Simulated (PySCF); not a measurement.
Isomers of C6H9BO2. Theory: PySCF 2.14.0, PBE0-D3(BJ)/def2-SVP geometry optimisation, gas phase. One conformer each; no zero-point energy, no entropy. No frequencies were run at this level. Point groups hold within 0.08 Å.

Question: Rank from lowest to highest electronic energy at this level (kcal/mol).
A. `[CH:1]#[C:2][B:3]1[O:4][CH2:5][CH2:6][C@@H:7]([CH3:8])[O:9]1` with C2–B3–O4–C5 179°, B3–O4–C5–C6 -27°, O4–C5–C6–C7 53°, C5–C6–C7–C8 -174°
B. `[BH2-:1]1[O:2][CH:3]=[CH:4][C:5]([CH:6]2[CH2:7][CH2:8]2)=[O+:9]1` with C4–C5–C6–C7 148°, O9–B1–O2–C3 38°, B1–O2–C3–C4 -14°, C3–C4–C5–C6 -164°, C5–C6–C7–C8 107°
C. `[BH2-:1]1[O:2][CH:3]=[C:4]([CH:5]2[CH2:6][CH2:7]2)[CH:8]=[O+:9]1` with C3–C4–C5–C6 145°

Answer: A (0.0), B (17.0), C (29.6).

As drawn, the highest has a three-membered ring, which the lowest lacks.

```
                   SMILES      E (Eh)  E rel (kcal/mol)  dipole (D)  point group      A, B, C (MHz)
      C#CB1OCC[C@@H](C)O1  -408.63468               0.0        2.82           C1  2844, 1192, 875.9
[BH2-]1OC=CC(C2CC2)=[O+]1  -408.60757              17.0        5.03           C1  4184, 1125, 969.7
[BH2-]1OC=C(C2CC2)C=[O+]1  -408.58751              29.6        5.07      near Cs  4061, 1064, 910.4
```
